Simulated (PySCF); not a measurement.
# Levels of Eu⁵⁸⁺ from EOM-EA-GCCSD

Reference: closed-shell Eu⁵⁹⁺, [He] 2s2; one electron is added. Calculated with PySCF 2.14, two-component X2C-1e with screened spin-orbit coupling, an uncontracted even-tempered set (17 s from 9.9 bohr⁻², ratio 2.6; 13 p from 13 bohr⁻², ratio 2.6; 7 d from 13 bohr⁻², ratio 2.8; 4 f from 250 bohr⁻², ratio 2.8); frozen nothing; the 32 highest virtual spinors dropped; of the others 50 kept and the rest restored at second order. No Breit or QED terms. Binding energies in eV.

```
level  Koopmans  second order  EOM-CCSD
2p1/2   13061.1       13060.1   13056.4
2p3/2   12343.8       12344.7   12344.5
```

For comparison, the ionisation energy of Eu⁵⁸⁺ is 13050 ± 6 eV (theoretical estimate listed by NIST; NIST Atomic Spectra Database, ionization energies).

Only part of the computed levels is shown.
